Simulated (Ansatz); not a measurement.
**Question.** Name a neutral molecule of B, C, Cl and H with HOMO energy (PBE0/def2-TZVPP) between -7.55 and -7.25 eV and HOMO–LUMO gap (ωB97M-V/def2-TZVPP) between 10.75 and 11.05 eV (Ansatz, PBE0-D4/def2-TZVP geometry).

**Answer.** `CB1CB1CCl` (-7.28 eV, 10.91 eV). Other molecules can fit too; these were computed, each in one conformer that needn't be the lowest.
